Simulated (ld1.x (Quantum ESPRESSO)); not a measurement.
hafnium TM: all-electron and pseudo phase curves

```
Element                 : Hf (Z = 72)
Generator               : ld1.x (Quantum ESPRESSO) 7.5
Type                    : norm-conserving Troullier–Martins (Kleinman–Bylander form)
Functional              : PBE
Relativity              : scalar-relativistic
Frozen core             : [Xe] 4f14
Valence charge          : 4
Reference configuration : 5d2 6s1.5 6p0 (charge +0.5)
Partial waves           : 6s (bound): rc 3.10 bohr; 6p (bound, empty): rc 3.55 bohr; 5d (bound): rc 2.95 bohr
Local potential         : all-electron potential smoothed inside 2.25 bohr (lloc = -2)
Core correction         : none
```

The phase is arctan(r·u′/u) with u = r·R(r), unwrapped; energies in Ry, scanned from -3 to 5 Ry. A pole is an energy at which the radial function vanishes at the test radius. The pseudo phase is shifted by a multiple of π to meet the all-electron one at the reference energy, and phase errors are pseudo minus all-electron; the curves can meet again beyond the range given. Levels narrower than the energy grid can be missing from the lists of poles.

Task: For each channel, where are the poles, and over which energies does the pseudopotential scatter like the atom?

Result:

```tsv
channel	radius (bohr)	reference energy (Ry)	poles, all-electron	poles, pseudo	unbroken range about the reference energy with phases within 0.05 rad	phase error 1 Ry above the reference energy (rad)
s	3.83	-0.58	-0.00, 3.86	-0.05, 0.49, 4.01	below 0.1	-2.928
p	3.83	-0.28	-2.84, 0.82, 4.98	0.62, 1.85	-2.8 to 0.6	-0.069
d	3.83	-0.43	-0.26, 2.39	-0.26, 2.49	below 0.7	+0.023
```

Phases in the p channel:

| E (Ry) | all-electron | pseudo |
| --- | --- | --- |
| -3.00 | 1.393 | -1.739 |
| -2.76 | -1.732 | -1.748 |
| -2.52 | -1.753 | -1.758 |
| -2.28 | -1.767 | -1.771 |
| -2.04 | -1.783 | -1.787 |
| -1.80 | -1.803 | -1.807 |
| -1.56 | -1.829 | -1.833 |
| -1.32 | -1.866 | -1.870 |
| -1.08 | -1.921 | -1.925 |
| -0.84 | -2.014 | -2.019 |
| -0.60 | -2.209 | -2.214 |
| -0.36 | -2.768 | -2.769 |
| -0.12 | -3.875 | -3.881 |
| 0.12 | -4.377 | -4.393 |
| 0.36 | -4.560 | -4.588 |
| 0.60 | -4.655 | -4.704 |
| 0.84 | -4.717 | -4.821 |
| 1.08 | -4.765 | -5.178 |
| 1.32 | -4.810 | -7.503 |
| 1.56 | -4.858 | -7.762 |
| 1.80 | -4.919 | -7.841 |
| 2.04 | -5.011 | -7.891 |
| 2.28 | -5.186 | -7.933 |
| 2.52 | -5.654 | -7.977 |
| 2.76 | -6.759 | -8.032 |
| 3.00 | -7.359 | -8.115 |
| 3.24 | -7.565 | -8.276 |
| 3.48 | -7.663 | -8.733 |
| 3.72 | -7.721 | -9.945 |
| 3.96 | -7.761 | -10.545 |
| 4.20 | -7.790 | -10.736 |
| 4.44 | -7.813 | -10.825 |
| 4.68 | -7.833 | -10.877 |
| 4.92 | -7.850 | -10.913 |
